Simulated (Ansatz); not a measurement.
Gas-phase electronic energies from Ansatz, PBE0-D4/def2-TZVP geometries. CCSD(T)/CBS adds triple-zeta CCSD(T) − MP2 to the extrapolated MP2 energy (def2 sets, frozen cores). This one scheme is used for every species. For Br outer-core shells are correlated without core-valence functions, which leaves a few kJ/mol of doubt a bond. Scalar relativity is left out up to krypton. Each species was taken in one conformer, which may not be the lowest.

Reaction (ligand exchange at a B–C bond): `BB(C)O` + HBr → `BB(O)Br` + CH₄

`BB(C)O`:

Cartesian coordinates in Å:
```
B 0.375 0.231 1.498
B 0.125 0.337 -0.161
C -0.609 -0.849 -0.893
O 0.523 1.373 -0.960
H -0.423 0.654 2.289
H 1.321 -0.336 1.973
H -1.403 -1.311 -0.299
H -1.024 -0.531 -1.854
H 0.123 -1.641 -1.095
H 0.992 2.072 -0.499
```

HBr:

```xyz
2

Br   -0.165   -0.684    0.097
H     0.165    0.684   -0.097
```

`BB(O)Br`:

```xyz
7

B     0.168   -1.234    0.043
B     0.000    0.416   -0.035
O     0.836    1.389   -0.416
Br   -1.817    0.856    0.580
H    -0.171   -1.932   -0.868
H     0.517   -1.772    1.053
H     0.467    2.277   -0.358
```

CH₄:

Cartesian coordinates in Å:
```
C 0.000 0.000 0.000
H -0.438 0.834 -0.547
H -0.763 -0.757 0.181
H 0.392 0.357 0.952
H 0.810 -0.434 -0.586
```

```
  species  HF/def2-QZVPP energy (Eh)
 `BB(C)O`                 -165.68890
      HBr                -2573.05135
`BB(O)Br`                -2698.56293
      CH₄                  -40.21664
```

Work out ΔE.

ΔE = (-2698.56293) + (-40.21664) − (-165.68890) − (-2573.05135) = -0.03932 Eh = -1.07 eV. CCSD(T)/CBS gives -1.08 eV.

Largest T1 diagnostic among the species: 0.012.

Leaving LDA and LC-ωPBE aside and taking each functional with its dispersion term where it has one, the values, not all of them listed here, spread over 0.09 eV, from r2SCAN-D4 to CAM-B3LYP-D4. LDA lies +0.04 eV from PBE without D4.
